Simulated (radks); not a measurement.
Excited configurations of F3+: one electron is placed in a higher orbital outside [He] 2s2 2p1. The ground configuration is [He] 2s2 2p2. Calculated with a radial shooting solver on a logarithmic mesh with Libxc functionals: non-relativistic Kohn-Sham, PBE, spin-polarised, spherical densities, point nucleus; open shells are filled with parallel spins first. Excitation = E - E(ground); binding = E(ion) - E, where the ion is the core of charge +4; n* = 4/sqrt(2 binding) in atomic units, and the quantum defect is n - n*.

| outer orbital | excitation (eV) | binding (eV) | n* | quantum defect | eigenvalue (eV) | <r> (bohr) |
|---|---|---|---|---|---|---|
| 3p | 56.357 | 31.463 | 2.630 | 0.370 | -27.577 | 2.420 |
| 4d | 72.636 | 15.183 | 3.786 | 0.214 | -13.301 | 4.751 |
| 4f | 73.892 | 13.927 | 3.954 | 0.046 | -11.950 | 4.399 |
| 5d | 78.083 | 9.737 | 4.728 | 0.272 | -8.682 | 7.855 |
| 5f | 78.665 | 9.154 | 4.876 | 0.124 | -8.048 | 7.601 |
| 6p | 80.595 | 7.224 | 5.489 | 0.511 | -6.535 | 11.38 |
| 6d | 81.058 | 6.762 | 5.674 | 0.326 | -6.088 | 11.68 |
| 7f | 83.026 | 4.794 | 6.739 | 0.261 | -4.314 | 16.08 |

The Delta-SCF ionisation energy is 87.819 eV (NIST Atomic Spectra Database: 87.18 eV, semi-empirical). Self-interaction in the functional shifts the binding energies and quantum defects, so they are the method's values and not measured ones. Open shells are spherical and high-spin; term and fine-structure splittings are not resolved.
